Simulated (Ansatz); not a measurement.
Reaction (substitution at a C–C bond): `C[CH](S)[SbH2]` + `O[SiH2][AlH2]` → `CO[SiH2][AlH2]` + `S[CH2][SbH2]`

Program: Ansatz. Geometries: PBE0-D4/def2-TZVP. ΔE: electronic, gas phase. CBS: MP2 limit from def2 TZ/QZ plus the TZ coupled-cluster correction, frozen cores. Functionals use def2-TZVPP. B3LYP here is the variant with VWN-RPA as its local correlation; programs differ in this. Elements past krypton have def2 core potentials. For Sb outer-core shells are correlated without core-valence functions, which leaves a few kJ/mol of doubt a bond. Each species was taken in one conformer, which may not be the lowest.

`C[CH](S)[SbH2]`:

```xyz
11

C    -0.823   -0.598   -0.740
C    -0.079    0.570   -0.123
S     1.164    1.139   -1.320
Sb    0.913    0.089    1.761
H    -0.146   -1.426   -0.961
H    -1.312   -0.301   -1.674
H    -1.590   -0.965   -0.056
H    -0.771    1.390    0.079
H     1.657    2.160   -0.600
H     1.463   -1.417    1.174
H    -0.476   -0.641    2.461
```

`O[SiH2][AlH2]`:

Cartesian coordinates in Å:
```
O -1.783 0.366 0.381
Si -0.138 0.499 0.564
Al 0.971 -0.963 -1.074
H -2.330 0.892 0.967
H 0.294 1.925 0.397
H 0.264 0.146 1.963
H 2.562 -0.996 -1.106
H 0.160 -1.870 -2.094
```

`CO[SiH2][AlH2]`:

Z-matrix (Å, degrees):
```
C
O 1 1.409
H 1 1.092 2 108.4
H 1 1.097 2 111.4 3 -119.4
H 1 1.097 2 111.4 3 119.4
Si 2 1.654 1 121.6 3 -179.6
Al 6 2.459 2 108.9 1 179.9
H 6 1.500 2 109.6 1 -57.1
H 6 1.500 2 109.5 1 56.9
H 7 1.588 6 122.1 2 -0.1
H 7 1.591 6 118.8 2 180.0
```

`S[CH2][SbH2]`:

Cartesian coordinates in Å:
```
S 1.062 1.219 -1.050
C -0.258 0.179 -0.406
Sb 0.650 -1.463 0.704
H 0.299 2.135 -1.671
H -0.836 -0.270 -1.214
H -0.915 0.730 0.263
H -0.873 -2.008 1.261
H 0.871 -0.522 2.114
```

CCSD(T)/CBS gives +59.2 kJ/mol.

Question: Another level gave +51.3 kJ/mol. Which?
A. MP2/def2-TZVPP
B. B3LYP/def2-TZVPP
C. PBE0/def2-TZVPP
D. CCSD(T)/def2-TZVPP

Answer: C. PBE0 51.3, CCSD(T)/def2-TZVPP 55.8, MP2/def2-TZVPP 64.1, B3LYP 42.8 kJ/mol.

Largest T1 diagnostic among the species: 0.013.

In def2-TZVPP, CCSD(T) changes the Hartree–Fock value by +19.8 kJ/mol (the triples alone add +2.6 kJ/mol) and MP2 by +28.0 kJ/mol. The D4 term adds +6.2 kJ/mol with B3LYP and +3.2 kJ/mol with PBE0; it sums over pairs of atoms, weighted by their polarisabilities, and B3LYP, whose exchange is more repulsive, gets the larger term.
